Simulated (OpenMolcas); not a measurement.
## W IV: CASPT2 settings compared

```json
{"Program": "OpenMolcas 26.06", "Basis": "ANO-RCC-VDZP [7s6p4d2f1g]", "Scalar Hamiltonian": "DKH3, point nucleus", "Active space": "3 electrons in 5 orbitals (5d)", "State averaging": "2S+1 = 4 even, 10 roots; 2S+1 = 2 even, 35 roots kept (CI in the orbitals of an earlier block)", "Spin-orbit coupling": "state interaction with AMFI integrals over the reference wave functions, term energies averaged over their components"}
```

Methods on the same reference wave functions:
A. CASSCF
B. SS-CASPT2, IPEA 0.2 Eh, no level shift (closed shells correlated: 4f 5s 5p)
C. SS-CASPT2, IPEA 0.2 Eh, sigma2 regulariser 0.1 Eh (closed shells correlated: none)
D. XMS-CASPT2, IPEA 0.6 Eh, imaginary shift 0.5 Eh (closed shells correlated: 5s 5p)

Energies in cm-1 above 5d3 4F 3/2, the measured ground level; measured values from the list in J. Phys. B 45, 035001 (2012).

```
            Level      A      B      C      D  Measured
       5d3 4F 3/2    0.0    0.0    0.0    0.0       0.0
       5d3 4F 5/2   3869   4060   4020   3980      3537
       5d3 4F 7/2   7602   7760   7750   7720      6745
5d3 4F 9/2 [69 %]  10598  10550  10590  10650      9256
5d3 4P 1/2 [74 %]  14837  13730  14210  13590     11773
       5d3 2G 7/2  18337  17440  17720  18020     15261
5d3 2H 9/2 [56 %]  18932  18290  18470  18790     16205
       5d3 4P 5/2  20662  19540  20090  19520     17190
5d3 2P 1/2 [74 %]  24284  22960  23270  22800     18365
      5d3 2H 11/2  25822  24960  25180  25650     22223
5d3 2G 9/2 [54 %]  28469  27630  27870  28240          
       5d3 2D 5/2  28772  26560  26990  27390     22766
5d3 2P 3/2 [57 %]  32711  31070  31370  31240     25168
```

Deviations, from unrounded energies. A percentage is the sum of absolute deviations over the sum of measured energies, with the sign that they share, or ± where signs differ.

```tsv
Against measurement	Levels	A	B	C	D
mean absolute deviation (cm-1)	11	3400	2600	2800	2800
fine structure of the ground term (%)	3	+13.0	+14.5	+14.4	+14.4
other terms of the ground configuration (%)	8	+23.8	+17.2	+19.0	+18.8
```

B lies closest to measurement on these levels and A furthest from it. The largest miss of B in the table is 5d3 2P 3/2 [57 %], by +5900 cm-1. The ranking rests on the paired levels alone, and a cruder setting can come out closer through cancelling errors.

Among B to D the level of the table that moves most is 5d3 2D 5/2, by 830 cm-1 (lowest in B, highest in D). Moves below CASPT2's spread within the term are not significant.

The mean deviations of B to D differ by less than CASPT2's widest spread within a term (1400 cm-1), so their order carries little weight.

From A to B the spin-free energies of the other terms of 5d3 shown, above 4F, scale by factors of 0.84 to 0.93, as is usual when dynamic correlation screens the repulsion within a d or f shell.

The lowest spin-free term lies below A's lowest term by 0.776 hartree in B, 0.008 hartree in C, 0.165 hartree in D.

CASPT2 breaks the degeneracy within a term, and the mean is taken; among the terms shown or strongly mixed into the levels shown the widest spread is 1400 cm-1 (5d3 2H, B). Some levels mix across a computed gap that differs much from the measured one, so their mixing is not that of the real levels. Terms from blocks run as CI alone lack orbitals of their own. The basis is small and was not contracted for so high a charge. The CASPT2 spread within a term exceeds the gap to the next term for 5d3 2P and 5d3 2D, 5d3 2D and 5d3 2H, so the order of their levels is uncertain, and so are names and mixing where such terms share a J (figures for B; the like holds for C, D). Without dynamic correlation excited terms often stand tens of per cent too high (terms of higher spin than the ground term too low), and those without a measured partner can miss by more than the paired ones (holds for A). Some terms miss by over 15 % even with CASPT2, which points to a basis or an active space too small for the shells correlated (holds for B; C; D). Computed and measured levels are paired by configuration, term and J; levels that our copy of the source lacks, or whose pairing is in doubt (as where it misses far off the trend of its configuration), stay unpaired and out of the deviations. Only configurations of the active space appear. Levels that lie high or do not pair safely by name in every column are left out.

A share in square brackets marks a mixed level and gives the weight of the term that names it, the lowest over the columns.
